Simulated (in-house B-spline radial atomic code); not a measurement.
Checks on a self-consistent run for Sb+, [Kr] 4d10 5s1 5p2 7d1. Computed with a B-spline radial code for spherical atoms: Dirac-Hartree-Fock, average of configuration, Fermi nucleus of rms radius 4.6802 fm.

| orbital | q | ε (Eh) | <1/r> | <r²> | small-component weight |
| --- | --- | --- | --- | --- | --- |
| 1s1/2 | 2 | -1127.70241 | 54.3241 | 0.00109358 | 0.035163 |
| 2s1/2 | 2 | -175.61343 | 12.6474 | 0.0176266 | 0.0074945 |
| 2p1/2 | 2 | -163.85119 | 12.591 | 0.0131392 | 0.0074782 |
| 2p3/2 | 4 | -154.55766 | 11.6954 | 0.0144289 | 0.0071298 |
| 3s1/2 | 2 | -36.45580 | 4.49953 | 0.123528 | 0.0021996 |
| 3p1/2 | 2 | -31.60691 | 4.39867 | 0.118782 | 0.0021334 |
| 3p3/2 | 4 | -29.84293 | 4.18237 | 0.12686 | 0.0020423 |
| 3d3/2 | 4 | -21.37976 | 4.01852 | 0.108291 | 0.0019118 |
| 3d5/2 | 6 | -21.01835 | 3.96227 | 0.110679 | 0.0018842 |
| 4s1/2 | 2 | -7.13571 | 1.74615 | 0.711827 | 0.00057613 |
| 4p1/2 | 2 | -5.41954 | 1.6334 | 0.796182 | 0.0005182 |
| 4p3/2 | 4 | -5.09027 | 1.56882 | 0.847541 | 0.00049326 |
| 4d3/2 | 4 | -2.30234 | 1.30691 | 1.19347 | 0.00035975 |
| 4d5/2 | 6 | -2.25263 | 1.28844 | 1.22347 | 0.00035183 |
| 5s1/2 | 1 | -1.20740 | 0.606074 | 5.04423 | 9.1399e-05 |
| 5p1/2 | 0.66667 | -0.83157 | 0.510115 | 6.94015 | 6.5348e-05 |
| 5p3/2 | 1.3333 | -0.80079 | 0.492399 | 7.36584 | 6.1438e-05 |
| 7d3/2 | 0.4 | -0.08254 | 0.0819497 | 318.444 | 3.6207e-06 |
| 7d5/2 | 0.6 | -0.08232 | 0.0816127 | 320.356 | 3.5968e-06 |

Electron-electron repulsion V_ee = 2388.6402 hartree.

Q: What total energy follows from the eigenvalues?

A: The eigenvalues count the repulsion twice, so E = Σqε - V_ee = -4090.800 - 2388.640 = -6479.440 hartree; the run printed -6479.440.

Q: Does the Dirac virial theorem hold?

A: For a point nucleus E = -2c²Σq·w, with w the small-component weight. Here Σq·w = 0.17251 and c = 137.0360, so the ratio E/(-2c²Σq·w) is 1.000052; the finite nucleus accounts for the departure from 1.

Q: What diamagnetic shielding (Lamb formula) and susceptibility (Langevin formula) do the radii give?

A: σ = (α²/3)Σq<1/r> = 307.957/(3·137.036²) = 5466.4 ppm, and χ = -0.79199×10⁻⁶·Σq<r²> = -285×10⁻⁶ cm³/mol with Σq<r²> = 359.82 bohr². Both are non-relativistic formulas without the paramagnetism of open shells; for so heavy an element the full relativistic shielding is larger by tens of per cent.
